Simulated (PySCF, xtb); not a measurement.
C3H6O2Si, SMILES C=C=C[SiH](O)O. The values are those of a single conformer.

Harmonic wavenumbers (cm⁻¹) from GFN2-xTB run with xtb at its own minimum, in rising order: 28, 89, 141, 221, 233, 283, 302, 317, 432, 464, 679, 702, 724, 795, 819, 822, 847, 891, 934, 960, 1097, 1259, 1422, 2074, 2237, 3044, 3075, 3081, 3679, 3715.

Task: What does PySCF 2.14.0 with PBE0-D3(BJ)/def2-SVP give at its own minimum? (Estimate from the structure and the level; the computed values follow.)

Result: 49, 100, 220, 232, 261, 313, 346, 369, 492, 515, 704, 756, 796, 840, 859, 879, 905, 915, 968, 983, 1065, 1248, 1433, 2069, 2267, 3155, 3168, 3250, 3905, 3929. Paired by order, the mean absolute difference is 57 cm⁻¹ and the zero-point energies are 50.6 and 52.9 kcal/mol.
